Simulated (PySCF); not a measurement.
Record of a relaxation.

Species: C₆H₈O.
Atom-mapped SMILES: `[CH:1]#[C:2]/[CH:3]=[CH:4]/[CH2:5][O:6][CH3:7]` (hydrogens: H8 on C1; H9 on C3; H10 on C4; H11, H12 on C5; H13, H14, H15 on C7)

Computed by this run: PBE0-D3(BJ)/def2-SVP geometry optimisation, gas phase (PySCF 2.14.0); density fitting, grid level 1; the optimiser is geomeTRIC in internal coordinates, started from a GFN2-xTB structure. 5 of its 7 geometries are shown. The frame can shift and turn from step to step; on so coarse a grid that alone can change the energy by a few meV, and forces under 0.02 eV/Å are noise.

Step 0: E = -8380.5651 eV, largest atomic force 1.074 eV/Å
```
atom  x, y, z in Å  |  force x, y, z in eV/Å
C1      4.029   -0.460    0.531    0.381  -0.030   0.028
C2      2.830   -0.411    0.459   -0.778   0.051  -0.057
C3      1.424   -0.377    0.385    0.204  -0.115   0.056
C4      0.745    0.650   -0.119   -0.981   0.160  -0.109
C5     -0.746    0.704   -0.206    0.007  -0.759   0.348
O6     -1.329   -0.467    0.311    0.115   0.450  -0.190
C7     -2.729   -0.454    0.249    0.737   0.007   0.025
H8      5.075   -0.501    0.590    1.071  -0.041   0.064
H9      0.898   -1.243    0.761   -0.391  -0.337   0.142
H10     1.254    1.524   -0.501    0.319   0.349  -0.149
H11    -1.111    1.589    0.349   -0.054   0.212   0.029
H12    -1.046    0.844   -1.261   -0.043   0.117  -0.190
H13    -3.149    0.377    0.830   -0.185   0.213   0.162
H14    -3.083   -0.370   -0.786   -0.169   0.007  -0.279
H15    -3.068   -1.398    0.672   -0.233  -0.283   0.119
```

Step 2: E = -8380.6223 eV, largest atomic force 0.064 eV/Å
```
atom  x, y, z in Å  |  force x, y, z in eV/Å
C1      3.935   -0.451    0.550   -0.014   0.004  -0.007
C2      2.722   -0.406    0.492    0.024  -0.026   0.024
C3      1.302   -0.385    0.442   -0.059   0.021  -0.012
C4      0.589    0.635   -0.060   -0.003   0.021  -0.008
C5     -0.898    0.667   -0.121    0.004   0.013   0.000
O6     -1.450   -0.482    0.431    0.028  -0.030   0.013
C7     -2.841   -0.513    0.391   -0.014   0.012  -0.004
H8      5.007   -0.484    0.598    0.004  -0.001   0.000
H9      0.764   -1.253    0.837    0.004  -0.003  -0.003
H10     1.104    1.515   -0.458   -0.006   0.006  -0.014
H11    -1.264    1.580    0.403    0.007  -0.010   0.006
H12    -1.216    0.793   -1.181    0.014  -0.001   0.001
H13    -3.293    0.319    0.967    0.004  -0.001  -0.002
H14    -3.228   -0.456   -0.646    0.005  -0.003   0.001
H15    -3.171   -1.462    0.834    0.003   0.000   0.003
```

Step 3: E = -8380.6223 eV, largest atomic force 0.098 eV/Å
```
atom  x, y, z in Å  |  force x, y, z in eV/Å
C1      3.924   -0.473    0.556   -0.086   0.005  -0.008
C2      2.712   -0.409    0.494    0.031   0.003   0.009
C3      1.292   -0.367    0.437    0.067   0.033  -0.013
C4      0.590    0.659   -0.068   -0.040  -0.082   0.037
C5     -0.897    0.680   -0.123   -0.036   0.006  -0.014
O6     -1.437   -0.476    0.431    0.041   0.015   0.000
C7     -2.828   -0.524    0.394    0.031   0.005   0.002
H8      4.995   -0.523    0.607    0.044  -0.004   0.003
H9      0.743   -1.228    0.832   -0.013  -0.010   0.000
H10     1.103    1.539   -0.470    0.009   0.003  -0.009
H11    -1.269    1.588    0.403   -0.012   0.012   0.017
H12    -1.219    0.801   -1.181   -0.004   0.008  -0.020
H13    -3.287    0.305    0.968   -0.009   0.014   0.006
H14    -3.218   -0.478   -0.642   -0.007   0.001  -0.017
H15    -3.142   -1.476    0.843   -0.015  -0.009   0.006
```

Step 4: E = -8380.6228 eV, largest atomic force 0.032 eV/Å
```
atom  x, y, z in Å  |  force x, y, z in eV/Å
C1      3.928   -0.468    0.556   -0.002   0.001  -0.003
C2      2.717   -0.409    0.493   -0.009   0.017  -0.006
C3      1.297   -0.371    0.436   -0.014  -0.015   0.007
C4      0.588    0.651   -0.067    0.030   0.011  -0.003
C5     -0.900    0.676   -0.122    0.004  -0.005   0.001
O6     -1.440   -0.478    0.432   -0.005  -0.003  -0.002
C7     -2.831   -0.520    0.394   -0.003  -0.003   0.000
H8      5.000   -0.515    0.608    0.001  -0.002   0.001
H9      0.752   -1.236    0.829   -0.003  -0.004   0.004
H10     1.100    1.531   -0.468    0.003   0.003  -0.004
H11    -1.269    1.585    0.405    0.002  -0.001   0.003
H12    -1.221    0.800   -1.181   -0.001   0.000   0.000
H13    -3.288    0.312    0.966    0.000   0.002   0.000
H14    -3.220   -0.472   -0.643   -0.001  -0.001  -0.001
H15    -3.152   -1.470    0.843   -0.002   0.001   0.002
```

Step 6: E = -8380.6229 eV, largest atomic force under 0.02 eV/Å
```
atom  x, y, z in Å  |  force x, y, z in eV/Å
C1      3.928   -0.466    0.553    0.002   0.001  -0.002
C2      2.716   -0.409    0.493    0.000  -0.004   0.003
C3      1.296   -0.375    0.438    0.001   0.003   0.000
C4      0.589    0.648   -0.065   -0.004  -0.001   0.000
C5     -0.898    0.676   -0.121    0.000   0.003   0.000
O6     -1.441   -0.478    0.432    0.000  -0.002  -0.002
C7     -2.832   -0.518    0.393   -0.001   0.002  -0.001
H8      5.000   -0.511    0.603   -0.001  -0.001   0.001
H9      0.751   -1.239    0.832    0.000   0.001   0.000
H10     1.103    1.528   -0.468   -0.001  -0.002  -0.002
H11    -1.266    1.584    0.408    0.001  -0.001   0.001
H12    -1.220    0.801   -1.180    0.000   0.001   0.001
H13    -3.288    0.316    0.963    0.000   0.001  -0.001
H14    -3.220   -0.472   -0.645    0.000  -0.001   0.001
H15    -3.156   -1.466    0.843    0.001   0.001   0.001
```

Problem. Summarise the path.

Solution. The energy falls by 0.0578 eV from step 0 to step 6; nine tenths of that is first reached at step 1. It falls at every step. The largest force goes from 1.074 to under 0.02 eV/Å. Among the bonds C1–H8 changes most, from 1.049 to 1.074 Å; the atoms move by 0.031 Å rms after alignment.

Problem. Follow the three bonds and two angles with the largest change from start to end.

Solution. 
```
step  E above end (eV)  largest force (eV/Å)  C1–H8 (Å)  C5–O6 (Å)  C3–H9 (Å)  C4–C3–H9 (°)  H11–C5–H12 (°)
   0            0.0578                 1.074      1.049      1.407      1.081         120.1           106.7
   1            0.0016                 0.190      1.076      1.386      1.097         118.0           105.1
   2            0.0006                 0.064      1.074      1.389      1.095         118.4           105.2
   3            0.0005                 0.098      1.073      1.390      1.095         118.3           105.3
   4            0.0001                 0.032      1.074      1.389      1.095         118.2           105.3
   5            0.0001                 0.026      1.074      1.389      1.095         118.4           105.3
   6            0.0000            under 0.02      1.074      1.389      1.095         118.3           105.3
```

What follows is the cost of the whole optimisation. Hardware: Intel Xeon Platinum 8488C, one thread, no GPU, shared host with 192 logical CPUs at a one-minute load of 48. Cost: 47 s of wall time, 0.58 GiB resident at most.
